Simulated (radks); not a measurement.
Results of a calculation; reference values are marked as such.
Problem. The krypton ion Kr3+ is in [Ar] 3d10 4s2 4p3. Code: a radial shooting solver on a logarithmic mesh with Libxc functionals. Model: scalar-relativistic Kohn-Sham, PBEsol, spin-polarised, spherical densities, finite nucleus; Fermi nuclear charge, rms radius of each element as measured or else 0.836 A^(1/3) + 0.57 fm. Open shells are filled with parallel spins first. One electron is removed from 3p, 3d, 4s, 4p in turn, with full relaxation. Which removal costs least, and what does each cost?

Solution. 4p 51.112 eV; 4s 63.303 eV; 3d 136.02 eV; 3p 249.76 eV. The 4p electron leaves first.
